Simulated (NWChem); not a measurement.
Molecule: boron oxyfluoride (BOF); SMILES O=BF

```xyz
3

F      0.0000     0.0000    -1.2080
B      0.0000     0.0000     0.0862
O      0.0000     0.0000     1.3052
```
Atoms are numbered in this order, from 1.

Structure relaxed at the PBE-D3(BJ)/def2-SVP level.

### Question
List the 6 lowest vertical singlet excitations from PBE/def2-SVP, TDA (NWChem).

### Answer
```json
[
 {"state": "S1", "energy (eV)": "7.77", "oscillator strength": "0.058", "leading excitation (squared amplitude)": "HOMO−1 → LUMO (0.98)"},
 {"state": "S2", "energy (eV)": "7.77", "oscillator strength": "0.058", "leading excitation (squared amplitude)": "HOMO → LUMO (0.98)"},
 {"state": "S3", "energy (eV)": "8.81", "oscillator strength": "0.000", "leading excitation (squared amplitude)": "HOMO−1 → LUMO+2 (0.50)"},
 {"state": "S4", "energy (eV)": "9.05", "oscillator strength": "0.000", "leading excitation (squared amplitude)": "HOMO−1 → LUMO+2 (0.46)"},
 {"state": "S5", "energy (eV)": "9.05", "oscillator strength": "0.000", "leading excitation (squared amplitude)": "HOMO−1 → LUMO+1 (0.46)"},
 {"state": "S6", "energy (eV)": "9.21", "oscillator strength": "0.008", "leading excitation (squared amplitude)": "HOMO−2 → LUMO (0.93)"}
]
```
